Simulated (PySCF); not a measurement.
# Two-component Hartree-Fock for Lu⁵³⁺ (lutetium, charge +53)

Start: [Ar]. Calculated with PySCF 2.14 in an uncontracted even-tempered set (18 s from 15 bohr⁻², ratio 2.4; 14 p from 19 bohr⁻², ratio 2.4; 4 d from 71 bohr⁻², ratio 2.6; 4 f from 110 bohr⁻², ratio 2.6): generalised Hartree-Fock with the X2C-1e Hamiltonian and a Gaussian nucleus; one run each with spin-orbit coupling (SO) switched off, then screened by Boettger's factors.

```csv
spinor shell,electrons,"ε, spin-free (eV)","ε, screened SO (eV)",weight of nominal j (screened SO),"rms radius, screened SO (bohr)"
1s1/2,2,-67392.0,-67376.4,1.000,0.0219
2s1/2,2,-14597.7,-14593.1,1.000,0.0875
2p1/2,2,-13295.1,-14104.1,1.000,0.0744
2p3/2,4,-13295.1,-12962.0,1.000,0.0812
3s1/2,2,-5664.1,-5662.7,1.000,0.212
3p1/2,2,-5257.7,-5462.1,1.000,0.202
3p3/2,4,-5257.7,-5172.2,1.000,0.213
```

```csv
quantity,spin-free,screened SO
E (hartree),-11783.11233,-11797.18406
M_J,0,0
⟨J²⟩,0.000,0.000
⟨L²⟩,0.000,0.046
⟨S²⟩,0.000,0.046
```

Breit and QED terms are absent; they matter most for the inner s and p1/2 levels.

Densities and radii are taken from the X2C orbitals without a picture-change correction, which distorts them close to the nucleus.

Without spin-orbit coupling the j labels of p, d and f shells carry no meaning; the spin-free column gives the mean over the occupied spinors of each nl shell.
